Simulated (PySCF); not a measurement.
Al₂H₄, SMILES [AlH2][AlH2]. Heavy atoms are numbered as in [AlH2:1][AlH2:2]. Hydrogens are named by the atom that carries them.

Geometry: TPSSh-D3(BJ)/def2-TZVP.

Level of theory: PySCF with PBE/pcSseg-2.

GIAO shieldings, no solvent; atoms alike by connectivity are averaged. δ = σ(ref) − σ: ¹H against TMS (σ = 31.47 ppm), references at their B3LYP-D3(BJ)/def2-TZVP geometries, non-relativistic.

```json
[
 {"nucleus": "¹H", "atoms": "H on Al1", "count": "4", "δ (ppm)": "7.05"}
]
```
